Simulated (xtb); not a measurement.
Input file for xtb: GFN2-xTB on ClGeH3 (SMILES [Cl][GeH3]), a point of a bond scan (R = 2.300 Å).

```
$ xtb mol.xyz --gfn 2 --sp --chrg 0 --uhf 0
5

Ge    -0.68437382     0.03163627     0.00355747
Cl     1.48817264    -0.06879314    -0.00773572
H     -1.26219070     2.18422053    -0.56237333
H     -1.14315274    -0.32666519     1.42174700
H     -1.18623477    -0.98290436    -1.03034895
```

The head of its log:

```
[...]
           -------------------------------------------------
          |                Calculation Setup                |
           -------------------------------------------------



molecular fragmentation (1/2 indicates fragments):
11211
# atoms in fragment 1/2:     4     1
 fragment masses (1/2) :      110.10        1.01
CMA distance (Bohr)    :   4.913
constraining FC (au)   :  0.0500

           -------------------------------------------------
          |                 G F N 2 - x T B                 |
           -------------------------------------------------

        Reference                      10.1021/acs.jctc.8b01176
      * Hamiltonian:
        H0-scaling (s, p, d)           1.850000    2.230000    2.230000
        zeta-weighting                 0.500000
      * Dispersion:
        s8                             2.700000
        a1                             0.520000
        a2                             5.000000
        s9                             5.000000
      * Repulsion:
        kExp                           1.500000    1.000000
        rExp                           1.000000
      * Coulomb:
        alpha                          2.000000
        third order                    shell-resolved
        anisotropic                    true
        a3                             3.000000
        a5                             4.000000
        cn-shift                       1.200000
        cn-exp                         4.000000
        max-rad                        5.000000


          ...................................................
          :                      SETUP                      :
          :.................................................:
          :  # basis functions                  23          :
          :  # atomic orbitals                  21          :
          :  # shells                            9          :
          :  # electrons                        14          :
          :  max. iterations                   250          :
          :  Hamiltonian                  GFN2-xTB          :
          :  restarted?                      false          :
          :  GBSA solvation                  false          :
          :  PC potential                    false          :
          :  electronic temp.          300.0000000     K    :
          :  accuracy                    1.0000000          :
          :  -> integral cutoff          0.2500000E+02      :
          :  -> integral neglect         0.1000000E-07      :
          :  -> SCF convergence          0.1000000E-05 Eh   :
          :  -> wf. convergence          0.1000000E-03 e    :
          :  Broyden damping             0.4000000          :
          :  net charge                          0          :
          :  unpaired electrons                  0          :
          ...................................................

 iter      E             dE          RMSdq      gap      omega  full diag
   1     -7.9579223 -0.795792E+01  0.737E+00    3.13       0.0  T
   2     -7.9524798  0.544247E-02  0.641E+00    3.53       1.0  T
```

### Question
Give the final energy of this run.

### Answer
-7.9907 hartree.
